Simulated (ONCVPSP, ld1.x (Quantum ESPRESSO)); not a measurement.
# Potentials for Si compared

Generated with ld1.x 7.5 (TM, RRKJ, ultrasoft, PAW), atompaw 4.2 or ONCVPSP 4.0.1. The cutoff is in Ry: for ld1.x and atompaw files where the sum of valence levels is converged to 10 mRy in a Bessel basis, for ONCV files where the hardest occupied wave has 1 mHa per electron of residual kinetic energy. The error is the largest all-electron minus pseudo excitation energy over each file’s own four to seven test configurations (ionisations up to +4, promotions, holes and added fractions of an electron), all of which were solved. The labels leave out finer settings (local radius, basis sizes, second energies), which also bear on the numbers. Spin-polarised tests are not counted. The rows are a selection from randomly drawn settings: files with unsolved tests, undetermined cutoffs or missed reference levels are left out.

A true bound ghost makes a file unfit for plane-wave use even where its test errors are small: the radial tests pick states by their node count and pass the ghost by.

```csv
potential,cutoff (Ry),largest error (meV),bound ghosts
"ONCV, PBE, scalar-relativistic, rc 1.80/2.35/1.90 (spd), local smoothed, core correction yes, reference 3s2 3p1.5, qcut 3.3/3.6/4.2, projectors 1/2/2",26,+105,none
"ONCV, PBEsol, scalar-relativistic, rc 1.25/2.00/1.90 (spd), local smoothed, core correction yes, reference 3s2 3p1.5, qcut 4.8/4/5.6, projectors 3/3/2",96,-53,s
"ONCV, PBE, scalar-relativistic, rc 1.65/1.65 (sp), local p, core correction yes, reference 3s2 3p2, qcut 3.8/6, projectors 2/0",15,+96,none
"ONCV, PW91, scalar-relativistic, rc 0.85/1.10 (sp), local smoothed, core correction yes, reference 2s2 2p6 3s2 3p2, qcut 10.8/10.8, projectors 2/2",180,+3.1,none
```

Task: Fill in the row for Si: ONCV, LDA (Perdew-Wang 92), scalar-relativistic, rc 1.55/1.60 (sp), local smoothed, core correction yes, reference 3s2, qcut 4.4/5.7, projectors 2/1.

Result: cutoff 17 Ry, largest error +294 meV, bound ghosts: none.

Task: Fill in the row for Si: TM, PBE, scalar-relativistic, rc 1.85/2.15 (sp), local p, core correction yes, reference 3s2 3p2.

Result: cutoff 15 Ry, largest error +44 meV, bound ghosts: none.
